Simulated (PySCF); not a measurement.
## Cu²⁺ (copper, charge +2): LDA calculation

Configuration: [Ar] 3d8 4s1, high-spin 4F determinant (an excited configuration). Computed with PySCF 2.14 in aug-cc-pwCVTZ-DK (10s9p7d4f3g, 127 functions), with the spin-free X2C one-electron Hamiltonian (Gaussian nucleus).

```
Total energy                        : -1650.538 hartree
One-electron energy                 : -2271.039 hartree
Hartree (Coulomb) energy            : 684.644 hartree
Exchange-correlation energy         : -64.143 hartree
⟨S²⟩                                : 3.7501
⟨L²⟩                                : 12.004
Sum of ⟨r⟩                          : 16.78 bohr
Sum of ⟨r²⟩                         : 18.58 bohr²
Langevin diamagnetic susceptibility : -14.7 ×10⁻⁶ cm³/mol
```

| shell | electrons | mean orbital energy (hartree) | spread (hartree) | rms radius, mean of both spins (bohr) |
| --- | --- | --- | --- | --- |
| 1s α | 1 | -325.50195 | 0 | 0.0602 |
| 1s β | 1 | -325.49849 | 0 | 0.0602 |
| 2s α | 1 | -40.22895 | 0 | 0.256 |
| 2s β | 1 | -40.17740 | 0 | 0.256 |
| 2p α | 3 | -34.93824 | 0 | 0.229 |
| 2p β | 3 | -34.89816 | 0 | 0.229 |
| 3s α | 1 | -5.45799 | 0 | 0.760 |
| 3s β | 1 | -5.36420 | 0 | 0.760 |
| 3p α | 3 | -3.90060 | 0 | 0.802 |
| 3p β | 3 | -3.80809 | 0 | 0.802 |
| 3d α | 5 | -1.39268 | 0.04445 | 0.987 |
| 3d β | 3 | -1.30878 | 0 | 0.987 |
| 4s α | 1 | -0.94489 | 0 | 2.31 |

Densities and radii are taken from the X2C orbitals without a picture-change correction, which distorts them close to the nucleus.
